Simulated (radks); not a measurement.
Results of a calculation; reference values are marked as such.
Q: As6+, 27 electrons, occupied as [Ar] 3d(3/2: 4, 5/2: 4) 4s1 (not the ground configuration). Level of theory: Dirac Kohn-Sham, BLYP, spin-unpolarised, spherical densities, finite nucleus; Fermi nuclear charge, rms radius 4.0968 fm (a radial shooting solver on a logarithmic mesh with Libxc functionals).

Spin-orbit splittings of the eigenvalues, e(l+1/2) - e(l-1/2), with zeta = 2 splitting/(2l+1) and mean radii in bohr:

shell  occ.  splitting (eV)  zeta (eV)  <r> j=l-1/2  <r> j=l+1/2
2p        6           36.59      24.40       0.1746       0.1783
3p        6           5.334      3.556       0.5927       0.6022
3d        8               ?          ?       0.6138       0.6170

Estimate the 3d splitting.

A: 0.8435 eV (zeta = 0.3374 eV).
